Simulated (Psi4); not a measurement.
CCl$_{3}$ (SMILES Cl[C](Cl)Cl), doublet, at a GFN2-xTB geometry; Psi4 with WB97X-V/def2-SV(P).

Here is a job for Psi4.
```
memory 2 GB

molecule {
0 2
  C    -0.00495017   -0.00528924    0.30398563
  Cl   -0.00002372    1.67596123   -0.00662262
  Cl    1.45179868   -0.83693332   -0.02670425
  Cl   -1.45002785   -0.83716112   -0.07396218
}

set basis def2-sv(p)
set reference uks

energy('wb97x-v')
print_variables()
```

The log (banner, timings and long lists left out):

```
   => Loading Basis Set <=

    Name: DEF2-SV(P)
    Role: ORBITAL
    Keyword: BASIS

         ---------------------------------------------------------
                                   SCF
               by Justin Turney, Rob Parrish, Andy Simmonett
                          and Daniel G. A. Smith
                              UKS Reference
         ---------------------------------------------------------

  ==> Geometry <==

    Molecular point group: c1
    Full point group: C1

    Geometry (in Angstrom), charge = 0, multiplicity = 2:

       Center              X                  Y                   Z               Mass
    ------------   -----------------  -----------------  -----------------  -----------------
         C           -0.004964646452    -0.005304710685     0.304874779639    12.000000000000
         CL          -0.000038196452     1.675945759315    -0.005733470361    34.968852682000
         CL           1.451784203548    -0.836948790685    -0.025815100361    34.968852682000
         CL          -1.450042326452    -0.837176590685    -0.073073030361    34.968852682000

  Running in c1 symmetry.

  Rotational constants: A =      0.11351  B =      0.11351  C =      0.05723 [cm^-1]
  Rotational constants: A =   3402.94985  B =   3402.94983  C =   1715.84381 [MHz]
  Nuclear repulsion =  252.796181003651498

  Charge       = 0
  Multiplicity = 2
  Electrons    = 57
  Nalpha       = 29
  Nbeta        = 28

  ==> Algorithm <==

  SCF Algorithm Type is DF.
  DIIS enabled.
  MOM disabled.
  Fractional occupation disabled.
  Guess Type is SAD.
  Energy threshold   = 1.00e-06
  Density threshold  = 1.00e-06
  Integral threshold = 1.00e-12

  ==> Primary Basis <==

  Basis Set: DEF2-SV(P)
    Blend: DEF2-SV(P)
    Number of shells: 30
    Number of basis functions: 68
    Number of Cartesian functions: 72
    Spherical Harmonics?: true
    Max angular momentum: 2

  ==> DFT Potential <==

   => LibXC <=

    Version 7.1.2
    S. Lehtola, C. Steigemann, M. J. T. Oliveira, and M. A. L. Marques,  SoftwareX 7, 1–5 (2018) (10.1016/j.softx.2017.11.002)

   => Composite Functional: WB97X-V <=

    wB97X-V Hyb-GGA Exchange-Correlation Functional

    N. Mardirossian and M. Head-Gordon,  Phys. Chem. Chem. Phys. 16, 9904–9924 (2014) (10.1039/C3CP54374A)

    Deriv               =              1
    GGA                 =           TRUE
    Meta                =          FALSE

    Exchange Hybrid     =           TRUE
    MP2 Hybrid          =          FALSE

   => Exchange-Correlation Functionals <=

    1.0000   wB97X-V range-separated functional

   => Exact (HF) Exchange <=

    0.8330            HF,LR [omega = 0.3000]
    0.1670               HF

   => LibXC Density Thresholds  <==

    XC_HYB_GGA_XC_WB97X_V:  1.00E-14

   => VV10 Non-Local Parameters <=

    VV10 B              =     6.0000E+00
    VV10 C              =     1.0000E-02

   => Molecular Quadrature <=

    Radial Scheme          =       TREUTLER
    Pruning Scheme         =           NONE
    Nuclear Scheme         =       TREUTLER

    Blocking Scheme        =         OCTREE
    BS radius alpha        =              1
    Pruning alpha          =              1
    Radial Points          =             75
    Spherical Points       =            302
    Total Points           =          81718
    Total Blocks           =            700
    Max Points             =            255
    Max Functions          =             66
    Weights Tolerance      =       1.00E-15

   => Loading Basis Set <=

    Name: (DEF2-SV(P) AUX)
    Role: JKFIT
    Keyword: DF_BASIS_SCF

  ==> Integral Setup <==

  SCF_SUBTYPE=INCORE selected. In-core MEM_DF algorithm will be used.
  Using in-core AOs.

  ==> MemDFJK: Density-Fitted J/K Matrices <==

    J tasked:                   Yes
    K tasked:                   Yes
    wK tasked:                  Yes
    Omega:                3.000E-01
    Algorithm:                 Core
    Schwarz Cutoff:           1E-12
    Mask sparsity (%):       3.3737
    Fitting Condition:        1E-10

   => Auxiliary Basis Set <=

  Basis Set: (DEF2-SV(P) AUX)
    Blend: DEF2-UNIVERSAL-JKFIT
    Number of shells: 139
    Number of basis functions: 459
    Number of Cartesian functions: 554
    Spherical Harmonics?: true
    Max angular momentum: 4

  Minimum eigenvalue in the overlap matrix is 1.0836163251E-02.
  Reciprocal condition number of the overlap matrix is 2.9982192107E-03.
    Using symmetric orthogonalization.

  ==> Pre-Iterations <==

  SCF Guess: Superposition of Atomic Densities via on-the-fly atomic UHF (no occupation information).

   -------------------------
    Irrep   Nso     Nmo
   -------------------------
     A         68      68
   -------------------------
    Total      68      68
   -------------------------

  ==> Iterations <==

                           Total Energy        Delta E     RMS |[F,P]|

   @DF-UKS iter SAD: -1417.97921403206942   -1.41798e+03   0.00000e+00
   @DF-UKS iter   1: -1417.92599274060581    5.32213e-02   3.39153e-03 DIIS/ADIIS
   @DF-UKS iter   2: -1417.93283951612739   -6.84678e-03   3.11705e-03 DIIS/ADIIS
   @DF-UKS iter   3: -1417.95439885123324   -2.15593e-02   4.68594e-04 DIIS/ADIIS
   @DF-UKS iter   4: -1417.95520353018583   -8.04679e-04   1.13872e-04 DIIS/ADIIS
   @DF-UKS iter   5: -1417.95532254276418   -1.19013e-04   4.02656e-05 DIIS
   @DF-UKS iter   6: -1417.95533902811735   -1.64854e-05   1.37343e-05 DIIS
   @DF-UKS iter   7: -1417.95534087663100   -1.84851e-06   3.48676e-06 DIIS
   @DF-UKS iter   8: -1417.95534098821190   -1.11581e-07   1.16055e-06 DIIS
   @DF-UKS iter   9: -1417.95534100141617   -1.32043e-08   4.79782e-07 DIIS
  Energy and wave function converged.

  ==> Post-Iterations <==

   Electrons on quadrature grid:
      Nalpha   =   28.9999998095 ; deviation = -1.905e-07
      Nbeta    =   28.0000009085 ; deviation = 9.085e-07
      Ntotal   =   57.0000007179 ; deviation = 7.179e-07

   @Spin Contamination Metric:   4.240220115E-03
   @S^2 Expected:                7.500000000E-01
   @S^2 Observed:                7.542402201E-01
   @S   Expected:                5.000000000E-01
   @S   Observed:                5.000000000E-01

    Orbital Energies [Eh]
    ---------------------

    Alpha Occupied:

[...]
    Alpha Virtual:

[...]
    Beta Occupied:

[...]
      28A     -0.418810

    Beta Virtual:

[...]
      68A      2.254025

    Final Occupation by Irrep:
              A
    DOCC [    28 ]
    SOCC [     1 ]
    NA   [    29 ]
    NB   [    28 ]

  @DF-UKS Final Energy: -1417.95534100141617

   => Energetics <=

    Nuclear Repulsion Energy =            252.7961810036514976
    One-Electron Energy =               -2459.4956131368144270
    Two-Electron Energy =                 856.3962517928016496
    DFT Exchange-Correlation Energy =     -67.8856422969963234
    Empirical Dispersion Energy =           0.0000000000000000
    VV10 Nonlocal Energy =                  0.2334816359418165
    Total Energy =                      -1417.9553410014159454

  UHF NO Occupations:
  HONO-2 :   27  A 1.9995706
  HONO-1 :   28  A 1.9992029
  HONO-0 :   29  A 1.0000000
  LUNO+0 :   30  A 0.0007971
  LUNO+1 :   31  A 0.0004294
  LUNO+2 :   32  A 0.0003548
  LUNO+3 :   33  A 0.0003548

Computation Completed

Properties will be evaluated at   0.000000,   0.000000,   0.000000 [a0]

Properties computed using the SCF density matrix

 Multipole Moments:

 ------------------------------------------------------------------------------------
     Multipole            Electronic (a.u.)      Nuclear  (a.u.)        Total (a.u.)
 ------------------------------------------------------------------------------------

 L = 1.  Multiply by 2.5417464519 to convert [e a0] to [Debye]
 Dipole X            :          0.0029659           -0.0015596            0.0014063
 Dipole Y            :          0.0031705           -0.0016664            0.0015041
 Dipole Z            :         -0.1822462            0.0957741           -0.0864721
 Magnitude           :                                                    0.0864966

 ------------------------------------------------------------------------------------

  Variable Map:
  ----------------------------------------------------------------------------
[...]
  Array Variable Map:
  ----------------------------------------------------------------------------
[...]
[...]
```
